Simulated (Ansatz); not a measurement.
Gas-phase electronic energies from Ansatz, PBE0-D4/def2-TZVP geometries. CCSD(T)/CBS is the MP2 limit (def2-TZVPP, def2-QZVPP) plus CCSD(T) − MP2 in def2-TZVPP, frozen cores. DFT in def2-TZVPP. B3LYP here is the variant with VWN-RPA as its local correlation; programs differ in this. Elements past krypton have def2 core potentials. For Sn outer-core shells are correlated without core-valence functions, which leaves a few kJ/mol of doubt a bond. One conformer a species, not always the lowest.

Reaction (formal exchange of groups at the Al–O bond): `C[SiH2][AlH][O][SiH3]` + `[SnH4]` → `C[SiH2][AlH][SnH3]` + silanol

`C[SiH2][AlH][O][SiH3]`:

Z-matrix (Å, degrees):
```
C
Si 1 1.882
H 1 1.092 2 110.8
H 1 1.092 2 110.8 3 119.5
H 1 1.092 2 110.9 3 -120.3
Al 2 2.453 1 113.1 3 -59.1
H 2 1.495 1 109.6 3 178.3
H 2 1.495 1 109.5 3 62.9
O 6 1.692 2 117.3 1 3.8
H 6 1.586 2 126.6 1 -176.3
Si 9 1.623 6 162.0 2 1.4
H 11 1.490 9 110.8 6 8.4
H 11 1.487 9 110.1 6 128.4
H 11 1.487 9 110.0 6 -111.5
```

`[SnH4]`:

Cartesian coordinates in Å:
```
Sn 0.000 0.000 0.000
H 1.446 0.343 -0.833
H -1.321 0.167 -1.063
H -0.177 1.085 1.301
H 0.052 -1.596 0.594
```

`C[SiH2][AlH][SnH3]`:

```xyz
13

C    -1.322   -1.647   -0.325
Si   -1.665    0.157   -0.737
Al    0.158    1.660   -0.061
Sn    2.430    0.641    0.887
H    -1.209   -1.785    0.753
H    -2.137   -2.288   -0.666
H    -0.399   -1.984   -0.803
H    -2.946    0.584   -0.095
H    -1.873    0.299   -2.211
H     0.020    3.242   -0.170
H     2.710   -0.960    0.341
H     2.400    0.545    2.600
H     3.833    1.538    0.488
```

`O[SiH3]`:

```xyz
6

O     1.148    0.381   -0.423
Si   -0.392   -0.045   -0.022
H     1.847    0.168    0.196
H    -0.526   -1.518    0.156
H    -1.243    0.404   -1.147
H    -0.834    0.610    1.240
```

| level | ΔE (kJ/mol) | difference from CCSD(T)/CBS |
| --- | --- | --- |
| PBE-D4 | 101.1 | -12.2 |
| r2SCAN-D4 | 117.5 | 4.2 |
| PBE0-D4 | 105.3 | -8.0 |
| B3LYP-D4 | 122.4 | 9.1 |
| ωB97X-V | 122.0 | 8.7 |
| ωB97M-V | 122.0 | 8.7 |
| B2PLYP | 123.3 | 10.0 |
| PBE | 99.6 | -13.7 |
| r2SCAN | 116.8 | 3.5 |
| PBE0 | 104.1 | -9.2 |
| B3LYP | 120.4 | 7.1 |
| HF/def2-TZVPP | 135.6 | 22.3 |
| MP2/def2-TZVPP | 121.8 | 8.5 |
| SCS-MP2/def2-TZVPP | 126.7 | 13.4 |
| CCSD/def2-TZVPP | 122.5 | 9.2 |
| CCSD(T)/def2-TZVPP | 120.6 | 7.3 |
| HF/def2-QZVPP | 138.0 | 24.7 |
| MP2/def2-QZVPP | 118.5 | 5.2 |
| SCS-MP2/def2-QZVPP | 123.7 | 10.4 |
| HF/CBS(def2) | 138.3 | 25.0 |
| MP2/CBS(def2) | 114.5 | 1.2 |
| CCSD/CBS(def2) | 115.2 | 1.9 |
| CCSD(T)/CBS | 113.3 | 0 |

Largest T1 diagnostic among the species: 0.013.

In def2-TZVPP, CCSD(T) changes the Hartree–Fock value by −15.0 kJ/mol (the triples alone add −1.9 kJ/mol) and MP2 by −13.7 kJ/mol. From PBE to PBE0 (25 % exact exchange), in def2-TZVPP and without D4, ΔE moves by +4.5 kJ/mol.
